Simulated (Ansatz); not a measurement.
A calculation with Ansatz (development build ahead of 0.2.0).

```yaml
crystal:
  periodic: [false, false, false]
  atoms:
    - { symbol: C, position_ang: [1.6068, 0.0, 0.78] }
    - { symbol: C, position_ang: [0.8034, 1.351, 0.78] }
    - { symbol: C, position_ang: [-0.8034, 1.351, 0.78] }
    - { symbol: C, position_ang: [-1.6068, 0.0, 0.78] }
    - { symbol: C, position_ang: [-0.8034, -1.351, 0.78] }
    - { symbol: C, position_ang: [0.8034, -1.351, 0.78] }
    - { symbol: C, position_ang: [1.6068, 0.0, -0.78] }
    - { symbol: C, position_ang: [0.8034, 1.351, -0.78] }
    - { symbol: C, position_ang: [-0.8034, 1.351, -0.78] }
    - { symbol: C, position_ang: [-1.6068, 0.0, -0.78] }
    - { symbol: C, position_ang: [-0.8034, -1.351, -0.78] }
    - { symbol: C, position_ang: [0.8034, -1.351, -0.78] }
    - { symbol: H, position_ang: [2.5235, 0.0, 1.4] }
    - { symbol: H, position_ang: [1.26175, 2.12176, 1.4] }
    - { symbol: H, position_ang: [-1.26175, 2.12176, 1.4] }
    - { symbol: H, position_ang: [-2.5235, 0.0, 1.4] }
    - { symbol: H, position_ang: [-1.26175, -2.12176, 1.4] }
    - { symbol: H, position_ang: [1.26175, -2.12176, 1.4] }
    - { symbol: H, position_ang: [2.5235, 0.0, -1.4] }
    - { symbol: H, position_ang: [1.26175, 2.12176, -1.4] }
    - { symbol: H, position_ang: [-1.26175, 2.12176, -1.4] }
    - { symbol: H, position_ang: [-2.5235, 0.0, -1.4] }
    - { symbol: H, position_ang: [-1.26175, -2.12176, -1.4] }
    - { symbol: H, position_ang: [1.26175, -2.12176, -1.4] }
basis:
  gaussian: { orbitals: "6-31G" }
hamiltonian:
  xc: hf
```

The input is written out in the form of the current development build from the run's settings.

Results

```yaml
Converged: yes
Total_energy: -460.97934 hartree
Spin_squared_of_the_determinant: 0.000
```
